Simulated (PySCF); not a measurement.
This PySCF input asks for the NMR shieldings of `C#CCC[C@H](C)C(=O)OC`, C$_{8}$H$_{12}$O$_{2}$; the geometry comes from GFN2-xTB.

```python
import basis_set_exchange as bse
import numpy as np
from pyscf import gto, dft
from pyscf.prop import nmr

atoms = """
C    -3.064974    1.230829    1.243665
C    -2.276437    0.348641    1.422758
C    -1.325187   -0.728227    1.607535
C    -0.911322   -1.353584    0.270745
C    -0.216010   -0.344556   -0.643369
C     0.049077   -0.941203   -2.029538
C     1.122746    0.068477   -0.062579
O     1.825808   -0.612041    0.637281
O     1.455978    1.301058   -0.465245
C     2.720536    1.784377   -0.033749
H    -3.756568    2.006816    1.102718
H    -1.779419   -1.493459    2.243642
H    -0.440272   -0.343001    2.121514
H    -1.796142   -1.743209   -0.236556
H    -0.227100   -2.181276    0.465659
H    -0.831174    0.553611   -0.748842
H     0.688657   -1.817543   -1.945666
H    -0.889422   -1.237897   -2.491715
H     0.536657   -0.211218   -2.671221
H     2.743058    1.867144    1.054969
H     3.514202    1.104124   -0.349928
H     2.846897    2.761524   -0.492926
"""
names = dict.fromkeys(["C", "O", "H"], "pcSseg-1")
basis = {el: gto.basis.parse(bse.get_basis(n, elements=[el], fmt="nwchem")) for el, n in names.items()}
mol = gto.M(atom=atoms, basis=basis, charge=0, verbose=0)
mf = dft.RKS(mol, xc="PBE0")
mf.grids.level = 2
mf.grids.alignment = dft.numint.BLKSIZE   # the property module wants whole blocks of grid points
mf.conv_tol = 1e-9
mf.kernel()

calc = nmr.RKS(mf)   # GIAO
C = mf.mo_coeff
Co = C[:, mf.mo_occ > 0]
resp = mf.gen_response(singlet=True, hermi=2)
def vind(x):   # induced exchange potential for any number of trial vectors
    d = np.einsum("pi,xij,qj->xpq", C, 2 * x.reshape(-1, C.shape[1], Co.shape[1]), Co, optimize=True)
    return np.einsum("xpq,pi,qj->xij", resp(d - d.transpose(0, 2, 1)), C, Co, optimize=True).ravel()
mo1, _ = nmr.rhf.solve_mo1(calc, with_cphf=vind)
sigma = calc.kernel(mo1)
for i, s in enumerate(sigma):   # ppm
    w = np.linalg.eigvalsh((s + s.T) / 2)
    print("%2d %-2s iso %8.1f  s11 %8.1f  s22 %8.1f  s33 %8.1f" % (i, mol.atom_pure_symbol(i), w.mean(), *w))
```

Question: What are the results?

Answer: 
```
 0 C  iso    111.4  s11     36.9  s22     41.8  s33    255.6
 1 C  iso     97.5  s11     -4.7  s22      2.9  s33    294.3
 2 C  iso    167.8  s11    155.1  s22    170.0  s33    178.2
 3 C  iso    151.6  s11    140.8  s22    147.9  s33    165.9
 4 C  iso    145.3  s11    131.5  s22    138.6  s33    166.0
 5 C  iso    164.9  s11    148.7  s22    157.7  s33    188.3
 6 C  iso      2.2  s11    -96.9  s22     33.5  s33     70.0
 7 O  iso    -85.6  s11   -357.7  s22   -234.9  s33    335.9
 8 O  iso    142.6  s11    -43.2  s22    226.5  s33    244.7
 9 C  iso    133.2  s11    103.2  s22    117.7  s33    178.6
10 H  iso     30.4  s11     24.8  s22     25.3  s33     41.1
11 H  iso     29.3  s11     23.3  s22     28.0  s33     36.6
12 H  iso     29.5  s11     25.1  s22     29.4  s33     34.0
13 H  iso     30.4  s11     25.6  s22     30.2  s33     35.6
14 H  iso     29.7  s11     26.2  s22     28.3  s33     34.4
15 H  iso     28.6  s11     24.9  s22     28.9  s33     32.0
16 H  iso     30.6  s11     26.9  s22     28.8  s33     36.1
17 H  iso     30.6  s11     26.1  s22     28.3  s33     37.2
18 H  iso     30.2  s11     25.2  s22     28.9  s33     36.5
19 H  iso     27.8  s11     23.7  s22     25.9  s33     33.9
20 H  iso     27.8  s11     23.8  s22     25.6  s33     33.9
21 H  iso     28.0  s11     24.1  s22     26.2  s33     33.6
```

These numbers come from an equivalent density-fitted implementation of the same equations, which agrees with the script to about 0.01 ppm for H and up to a few tenths of a ppm for heavy atoms, so last digits may differ.

Question: Turn these shieldings into chemical shifts. Referencing at the same level of theory: ¹³C (186.93 ppm) and ¹H (31.72 ppm) vs TMS; H2O for ¹⁷O (336.08 ppm).

Answer: Averaging equivalent atoms: C 6: 184.7; C 1: 89.4; C 0: 75.5; C 9: 53.8; C 4: 41.6; C 3: 35.4; C 5: 22.0; C 2: 19.2; O 7: 421.6; O 8: 193.4; H 19/20/21: 3.88; H 15: 3.11; H 11: 2.39; H 12: 2.21; H 14: 2.06; H 10: 1.34; H 13: 1.28; H 16/17/18: 1.26 ppm. Unscaled 17O shifts of doubly bonded oxygen tend to come out too high, by tens of ppm or more. Experimental scales use liquid or dissolved standards, which lie at an offset from isolated H2O (liquid H2O: subtract about 36 ppm).

Size and cost of the density-fitted run: 230 basis functions, 70 s wall time on 1 thread of an x86-64 server CPU, shared host.
